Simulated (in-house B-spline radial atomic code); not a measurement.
Values are calculated unless marked as measured or tabulated.
**Ghost states of the separable form: Fe**

Fe, [Ar] 3d6 4s2, non-relativistic PBE, spherical and spin-unpolarised, from a B-spline radial code for spherical atoms (atomic units; all potentials screened as in the neutral atom).

Troullier-Martins channels: 4s (ε = -0.1911, r_c = 2.526 bohr), 3d (ε = -0.2858, r_c = 2.086 bohr). In the Kleinman-Bylander form one channel serves as the local potential, and each other channel l becomes |δV u><u δV|/<u|δV|u>, with δV = V_l − V_local and u the pseudo-orbital. Its strength is E_KB = <u|δV²|u>/<u|δV|u>. By the analysis of Gonze, Stumpf and Scheffler a spurious state lies below the reference level ε if E_KB > 0 and ε is above the second level of the local potential alone, or if E_KB < 0 and ε is above its first. The table's levels are those of angular momentum l in a sphere of 9 bohr, whose wall can lift a shallow ε a little above its free-atom value.

```tsv
local	channel	<u δV u>	<u δV² u>	ε	first local level	second local level
s	d	-5.126	44.337	-0.2858	0.0979	0.3356
d	s	0.18191	1.263	-0.1906	-7.5059	-0.6953
```

(1) Apply the rule to each row.

Diagonalising the separable Hamiltonian gives:

```
local  channel       three lowest levels  all-electron, two lowest valence levels
    s        d   -0.2858, 0.1122, 0.3808                          -0.2858, 0.1102
    d        s  -3.3713, -0.1906, 0.0908                          -0.1906, 0.0910
```

(2) Which choices of local channel are safe?

Answers

(1) Local s, channel d: E_KB = -8.65, so ε = -0.2858 is set against 0.0979: no ghost. Local d, channel s: E_KB = +6.94, so ε = -0.1906 is set against -0.6953: a ghost.

(2) Free of ghosts: s. With d local the s channel has a ghost 3.18 hartree below ε, since the local potential binds more than one state below ε, and a repulsive term of rank one raises each level at most to the next, so it clears only one of them. Among the safe choices the second level, which tests transfer, is off by at most 2.0 millihartree (s local).
